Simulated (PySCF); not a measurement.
Structure from 2D NMR

Compound of formula C₂H₁₁NO₂Si₃. Correlations simulated from computed shifts and the bond graph:

HSQC (one-bond C–H):
```tsv
δH	δC
8.77	172.2
8.70	172.2
3.91	53.0
```

COSY cross peaks (H two or three bonds apart, from the bond graph; peaks can be absent where the dihedral angle is near 90°):
```tsv
δH	δH
8.77	8.70
5.46	5.23
5.46	5.18
5.23	5.18
```

HMBC (two and three bonds, from the bond graph):
```tsv
δH	δC
5.46	53.0
5.23	172.2
5.18	172.2
```

PySCF 2.14.0 with density-fitted response routines calculation with geometry: GFN2-xTB and PBE0/pcSseg-1 with gauge-including orbitals; single conformer, rapidly exchanging positions averaged, gas phase, non-relativistic.

Referencing at the same level of theory: $^{1}$H (σ = 31.72 ppm), $^{13}$C (σ = 186.93 ppm) vs TMS.

Exchangeable hydrogens are left out of these lists.

Task: Which molecule is this?

Result: `C=N[SiH2][Si@@H](OC)O[SiH3]`.

Mapped SMILES: `[CH2:1]=[N:2][SiH2:3][Si@@H:4]([O:5][CH3:6])[O:7][SiH3:8]`. Each H is labelled by its parent atom. Ha(C1) is cis to Si3; Ha(Si3) is pro-R; Hb(Si3) is pro-S; Hb(C1) is trans to Si3.

δC 172.2 is C1, a C=N carbon (δH 8.77, 8.70). δC 53.0 is C6, a methyl carbon bonded to O (δH 3.91). COSY links 8.77–8.70, 5.46–5.23, 5.46–5.18, 5.23–5.18.

This is the structure that produced the data.

Shifts are as computed. Against solution values, carbons near 30 ppm lie about +3 ppm off and those near 130 ppm about +5 ppm. Of 1211 compounds with measured shifts, 218 miss one by over three times the rms of a fit or turn the order of signals round; such compounds aren't used in these exercises.
